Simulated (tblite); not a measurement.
Isomers of C4H7F3N2Si. Calculated harmonic vibrations of the isolated species, GFN2-xTB (tblite), most abundant isotopes, no scaling. The method is semi-empirical: single wavenumbers can be off by several per cent or more. Modes of hydrogen on silicon can be 10 to 20 % off. One conformer each.

Electronic energies: GFN2-xTB at the same geometries; isomer energies are rough at this level and their order can be wrong.

```json
{"SMILES": "C#CCN[Si@H](N)C(F)(F)F", "electronic energy, lowest = 0 (kJ/mol)": "35.9"}
{"SMILES": "FC(F)(F)CN[Si@H]1CC=N1", "electronic energy, lowest = 0 (kJ/mol)": "0.0"}
{"SMILES": "N#C[SiH2]CNCC(F)(F)F", "electronic energy, lowest = 0 (kJ/mol)": "98.1"}
```

How do GFN2-xTB zero-point energies change the relative energies?

| SMILES | ZPE (kJ/mol) | of it from modes above 1550 cm⁻¹ | electronic (kJ/mol) | with ZPE, lowest = 0 (kJ/mol) | lowest mode (cm⁻¹) | rings |
| --- | --- | --- | --- | --- | --- | --- |
| FC(F)(F)CN[Si@H]1CC=N1 | 295.0 | 133.8 | 0.0 | 0.0 | 25 | 1 |
| C#CCN[Si@H](N)C(F)(F)F | 285.2 | 144.0 | 35.9 | 26.2 | 9i | 0 |
| N#C[SiH2]CNCC(F)(F)F | 286.6 | 131.8 | 98.1 | 89.7 | 24 | 0 |

The zero-point energies span 9.8 kJ/mol, from `C#CCN[Si@H](N)C(F)(F)F` to `FC(F)(F)CN[Si@H]1CC=N1`. Slightly imaginary modes are left out of the zero-point energy: `C#CCN[Si@H](N)C(F)(F)F` 9.2i cm⁻¹. The order is unchanged.
